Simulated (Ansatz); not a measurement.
B(OMe)(SH)2 (CH5BOS2), SMILES SB(OC)S.

The structure is a stationary point at PBE0-D3(BJ)/def2-SVP. The structure was generated by enumeration, and PubChem lists no compound with its InChIKey, so it may never have been made. Other conformers were not sampled.

Two levels are set side by side: PBE/def2-SVPD (Ansatz, a first-principles code) and PBE0/def2-SVPD (Ansatz). Energy differences of separate SCF runs at the same geometry; the states with an electron removed or added have multiplicity 2 and 2. Differences are taken from unrounded values.

| quantity | PBE0 |
|---|---|
| vertical ionisation energy (eV) | 9.43 |
| vertical singlet–triplet gap (eV) | 5.59 |

Problem. What does PBE give, and how far is it from PBE0? (An estimate is asked for; the answer gives what the named calculation found.)

Solution. 
```
quantity                            PBE  PBE minus PBE0
---------------------------------  ----  --------------
vertical ionisation energy (eV)    9.14           -0.29
vertical singlet–triplet gap (eV)  5.21           -0.38
```
